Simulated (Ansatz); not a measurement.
This geometry of Cl3FHIn (6 atoms, charge 0, multiplicity 1) is a first-order saddle point.

Method: Ansatz 0.2.0, RHF/def2-SVP.

```xyz
6
Properties=species:S:1:pos:R:3
In -0.578 -0.229 -0.347
F 0.413 -0.531 1.433
Cl -0.228 -1.914 -1.901
Cl -2.488 1.065 -0.114
H 1.274 0.364 1.003
Cl 1.608 1.245 -0.076
```

Task: Which two structures does it join? (They come from a converged band through this point; their orientation in space is the band's.)

Result: Bonds broken: H5–Cl6. Bonds formed: F2–H5.

Image 0:

```xyz
6
Properties=species:S:1:pos:R:3
In -0.709 -0.404 -0.221
F 0.143 -0.783 1.496
Cl -0.265 -1.868 -1.972
Cl -2.487 1.092 -0.216
H 1.702 0.675 1.019
Cl 1.617 1.288 -0.107
```

Image 6:

```xyz
6
Properties=species:S:1:pos:R:3
In -0.419 0.076 -0.663
F 0.470 -0.530 1.490
Cl -0.272 -1.963 -1.779
Cl -2.477 0.967 -0.031
H 1.227 -0.038 1.632
Cl 1.470 1.488 -0.648
```

Task: How far does it lie above each of them?

Result: 0.223 eV above the first and 1.018 eV above the second. This is the barrier of this one path; another mechanism may lie lower. The orbitals stay closed-shell, which can raise the energy where a bond breaks towards radicals; this wasn't checked here.

Run time: 44 s on 2 threads of Intel(R) Xeon(R) 6975P-C (Granite Rapids), with other jobs on the host, peak memory 0.25 GiB.
